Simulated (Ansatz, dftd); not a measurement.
Species: Ag₂, charge 0, singlet. Ag2 (SMILES [Ag][Ag]).
B3LYP-D3(BJ)/def2-TZVP minimum from Ansatz (a first-principles code):
```xyz
2

Ag     0.0000     0.0000    -1.2983
Ag     0.0000     0.0000     1.2983
```

Quantity: atomisation energy (electronic, to ground-state atoms), in kJ/mol. Radicals and triplets start from unrestricted determinants; spin-orbit coupling is neglected. Correlated methods leave the cores frozen (noble-gas shells, and filled d and f shells in the p block). Past Kr the def2 sets carry scalar-relativistic core potentials. CBS(X,Y): correlation extrapolated as X^-3, Hartree-Fock from the larger set. A bracket is a step between two methods taken in the basis named.

```csv
level,program,atomisation energy (kJ/mol),difference against the last row
r2SCAN-D4/def2-TZVPD,Ansatz + dftd4,166.9,10.6
PBE0-D3(BJ)/def2-TZVPD,Ansatz + dftd3,151.0,-5.3
MP2/def2-SVP,Ansatz,137.7,-18.6
CCSD/def2-TZVPP,Ansatz,128.7,-27.6
CCSDT(Q)/def2-TZVPP,Ansatz,143.3,-13.0
"CCSD(T)/CBS(def2-TZVPP,def2-QZVPP) + [CCSDT(Q) - CCSD(T)]/def2-TZVPP",Ansatz,156.3,0.0
```
